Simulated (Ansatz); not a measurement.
```yaml
crystal:
  periodic: [false, false, false]
  atoms:
    - {symbol: N, position_ang: [-0.620519, 1.007848, 0.220098]}
    - {symbol: Y, position_ang: [-0.121122, -0.190548, 0.040216]}
    - {symbol: N, position_ang: [1.303513, -0.262379, -0.387487]}
    - {symbol: O, position_ang: [-0.745102, -1.370231, 0.291972]}
    - {symbol: H, position_ang: [-1.181309, 1.138582, 0.483913]}
    - {symbol: H, position_ang: [-0.404431, 1.800551, 0.129040]}
    - {symbol: H, position_ang: [1.729662, 0.245729, -0.510382]}
    - {symbol: H, position_ang: [1.685104, -0.844808, -0.586513]}
    - {symbol: H, position_ang: [-1.221315, -1.923437, 0.351941]}
basis:
  gaussian: {orbitals: def2-mTZVP}
hamiltonian: {xc: {name: PBEsol}, dispersion: d3bj}
scf: {lower_state_search: off}
output: {forces: true}
```

```sh
$ ansatz run in.yaml --threads 4 --pin off --events-out ev --progress --plain --max-ram 10444MiB
```

It prints (some lines left out):

```
Functional definition: PBEsol
984 factors; their error is unknown
mean field evaluation 1: about -6014.2833 eV, gradient 1.8e2 eV
mean field evaluation 2: about -5677.0208 eV, gradient 3.5e2 eV
mean field evaluation 4: about -6057.5288 eV, gradient 6.0e1 eV
mean field evaluation 8: about -6065.2160 eV, gradient 2.8e0 eV
mean field evaluation 16: about -6065.2266 eV, gradient 1.3e-2 eV
mean field -6065.22664785 eV, -222.8929681502 hartree, gradient 4.7e-6 eV, S^2 0.000000; 0 other end points of the search recorded, 0 dependent functions left out
reference -6065.22669461 eV, -222.8929698687 hartree; 19, 19 occupied and 91, 91 virtual orbitals, 984 factors
Total energy: -6065.29645415 eV, -222.8955334843 hartree
Atom 0 at    -0.620519     1.007848     0.220098 Å, force    27.563898    27.645881   -16.030057 eV/Å
Atom 1 at    -0.121122    -0.190548     0.040216 Å, force    14.950402     3.889465    -8.125709 eV/Å
Atom 2 at     1.303513    -0.262379    -0.387487 Å, force   -13.607440   -14.732866     7.162221 eV/Å
Atom 3 at    -0.745102    -1.370231     0.291972 Å, force    -5.994655   -31.642012     7.569325 eV/Å
Atom 4 at    -1.181309     1.138582     0.483913 Å, force   -61.894482    11.617500    28.609187 eV/Å
Atom 5 at    -0.404431     1.800551     0.129040 Å, force     8.545914    16.337415    -3.514041 eV/Å
Atom 6 at     1.729662     0.245729    -0.510382 Å, force    31.331156    39.467133    -8.773460 eV/Å
Atom 7 at     1.685104    -0.844808    -0.586513 Å, force    18.989959   -30.059379    -9.732375 eV/Å
Atom 8 at    -1.221315    -1.923437     0.351941 Å, force   -19.884753   -22.523137     2.834908 eV/Å
Dipole moment:    -0.171433    -0.055537     0.094765 e Å
Checks for a lower state left out: stability, starts, cluster_reference, orbital_swaps, neighbouring_geometries, increment
```

What is wrong with this run?

The geometry is squeezed to about two thirds of its size. The run converged. The result belongs to that input, not to the molecule as meant.
